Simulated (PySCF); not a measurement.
SMILES C[Si](C)(C)[Be][OH] (C3H10BeOSi) at its GFN2-xTB optimised geometry (Å):

```
16

Be    -1.1307     0.4372     0.0000
O     -1.7201     1.6762    -0.0006
H     -2.1258     2.5266    -0.0011
Si    -0.2087    -1.5214     0.0000
C     -0.6562    -2.6244     1.5081
C      1.7126    -1.5214     0.0000
C     -0.6564    -2.6229    -1.5092
H     -0.1765    -3.5986     1.4651
H     -0.3539    -2.1537     2.4393
H     -1.7281    -2.7917     1.5649
H      2.1030    -1.0089     0.8747
H      2.1030    -1.0091    -0.8748
H      2.1258    -2.5266     0.0001
H     -0.3554    -2.1505    -2.4400
H     -1.7281    -2.7913    -1.5651
H     -0.1755    -3.5966    -1.4679
```

Level of theory: CAM-B3LYP/def2-TZVP (PySCF). Cells within 0.4 Å of a nucleus heavier than hydrogen are left out (blank, or x).

Map of the log10 of the electron density (e/bohr³), floored at −4 on the plane z = 0.0 Å:

```
|000000000000000000000000000|
|000000000000000000000000000|
|000000000000000000000000000|
|000000111100000000000000000|
|000001233321000000000000000|
|000013455543200000000000000|
|000023578754320000000000000|
|000024689875431000000000000|
|00012468xx86532000000000000|
|00013468xx87542100000000000|
|000124679986543210000000000|
|0000235677x7543221110000000|
|0000134567xx654332222100000|
|000012345677665444443210000|
|000001345677766555655321000|
|000001235677776677775431000|
|000000234567997788876531000|
|000000134568xx878xx86532000|
|000000124567997788886531000|
|000000123566766677886531000|
|000000123456665557886431000|
|000000123445554445665320000|
|000000112334443334443210000|
|000000011233333222222100000|
|000000000122222111110000000|
|000000000011111000000000000|
|000000000000000000000000000|
```
Scale: ten equal steps from -4.00 (start of '0') to -0.085 (end of '9'), in the order '0123456789'; x runs from -5.00 to 5.00, y from -5.00 (bottom) to 5.00 (top).
